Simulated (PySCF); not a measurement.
# GeCl₂ + H₂O → HGe(OH) + Cl₂

Level: PBE0 in the def2-TZVP basis family, all electrons, no relativity, computed in PySCF with density fitting; open shells unrestricted.

```tsv
species	state and structure	E (Eh)	ZPE (kJ/mol)	H(298 K) − H(0) (kJ/mol)	S° (J/(mol K))
GeCl₂	singlet, C2v, Ge–Cl 2.182 Å (×2); Cl–Ge–Cl 100.1°	-2996.95593	5.7	13.2	295.3
H₂O	singlet, C2v, O–H 0.960 Å (×2); H–O–H 105.1°	-76.37736	56.5	9.9	188.7
HGe(OH)	singlet, Cs, Ge–H 1.618 Å, Ge–O 1.787 Å, O–H 0.960 Å; Ge–O–H 114.6°, H–Ge–O 95.8°	-2153.11091	51.7	11.1	255.7
Cl₂	singlet, D∞h, Cl–Cl 1.982 Å	-920.08940	3.5	9.1	222.5
```

Task: What is the electronic reaction energy?

Result: At PBE0/def2-TZVP, ΔE = 349.1 kJ/mol from the differences of the total energies times 2625.5, uphill. 

Task: Add zero-point, thermal and entropy terms for 298.15 K and 1 bar.

Result: ΔZPE = -7.0 and Δ[H(298) − H(0)] = -2.9 kJ/mol give ΔH° = 339.2 kJ/mol. ΔS° = -5.8 J/(mol K), so ΔG° = 339.2 − 298.15 × (-0.0058) = 341 kJ/mol.

Only the bonding shown was studied: isomers, or loss of a ligand pair, can lie lower.
